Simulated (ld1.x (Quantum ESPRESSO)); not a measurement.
**Which change was made? (I, TM)**

ld1.x (Quantum ESPRESSO) 7.5 input, shortened:

```
&input
   title='I', zed=53., rel=1, dft='PBE', iswitch=3,
   config='[Kr] 4d10 5s2 5p5 5d-2'
 /
 &inputp
   pseudotype=2, tm=.true., lloc=0,
   nlcc=.true.
 /
3
5P  2  1   5.00   0.00  1.55  1.55  0.0
5D  3  2  -2.00   0.50  1.80  1.80  0.0
5S  1  0   2.00   0.00  1.85  1.85  0.0
 &test
   configts(1)='5s2 5p5'
 /
```

Cutoffs, loose and tight: the cutoffs (Ry, on a coarse ladder) from which the occupation-weighted sum of valence levels, in a spherical-Bessel basis at the reference potential, stays within 10 and 1 mRy of its value at 400 Ry. They do not see the model core or the augmentation charge, which bear on the density cutoff. Test errors are all-electron minus pseudo excitation energies from the reference, over the configurations 5s2 5p4; 5s2 5p3; 5s2 5p2; 5s2 5p4.5; 5s2 5p1; 5s1 5p5; 5s1 5p6; variants that change the core or the reference have their own tests. The largest error is taken over the tests solved by every variant that gives reliable tests at all, those not shown here included: 5s1 5p5; 5s1 5p6; 5s2 5p2; 5s2 5p3; 5s2 5p4; 5s2 5p4.5.

The base gives: outcome: generated; cutoff, loose: 50 Ry; cutoff, tight: 140 Ry; bound ghosts: p, d; largest test error (meV): -57.

Question: After one change the result is: outcome: generated; cutoff, loose: 50 Ry; cutoff, tight: 140 Ry; bound ghosts: p; largest test error (meV): -57. Which change was it?
A. local potential all-electron potential smoothed inside 1.40 bohr (lloc = -1)
B. wave 5d channel at 0.5 Ry: rc 1.80 bohr becomes 5d channel at 0.5 Ry: rc 2.00 bohr
C. all radii but the core radius scaled by about 1.36 (s 2.52, p 2.10, d 2.44 bohr)
D. core [Ar] 3d10, valence charge 25; reference 4s2 4p6 4d10 5s2 5p4.5; waves now 4s (bound): rc 0.95 bohr; 4p (bound): rc 0.85 bohr; 4f channel at 0.35 Ry: rc 1.00 bohr; 4d (bound): rc 0.85 bohr; local potential the d channel; core correction none
E. wave 5p (bound): rc 1.55 bohr becomes 5p (bound): rc 1.88 bohr

Answer: B. The others give: wave 5p (bound): rc 1.55 bohr becomes 5p (bound): rc 1.88 bohr → outcome: generated; cutoff, loose: 35 Ry; cutoff, tight: 55 Ry; bound ghosts: d; largest test error (meV): -49 | local potential all-electron potential smoothed inside 1.40 bohr (lloc = -1) → outcome: generated; cutoff, loose: 50 Ry; cutoff, tight: 120 Ry; bound ghosts: s, p; largest test error (meV): +640 | all radii but the core radius scaled by about 1.36 (s 2.52, p 2.10, d 2.44 bohr) → outcome: generated; cutoff, loose: 21 Ry; cutoff, tight: 40 Ry; bound ghosts: none; largest test error (meV): -45 | core [Ar] 3d10, valence charge 25; reference 4s2 4p6 4d10 5s2 5p4.5; waves now 4s (bound): rc 0.95 bohr; 4p (bound): rc 0.85 bohr; 4f channel at 0.35 Ry: rc 1.00 bohr; 4d (bound): rc 0.85 bohr; local potential the d channel; core correction none → outcome: generated, misses its reference levels by 0.97 eV; cutoff, loose: 260 Ry; cutoff, tight: over 300 Ry; bound ghosts: none; largest test error (meV): -971.
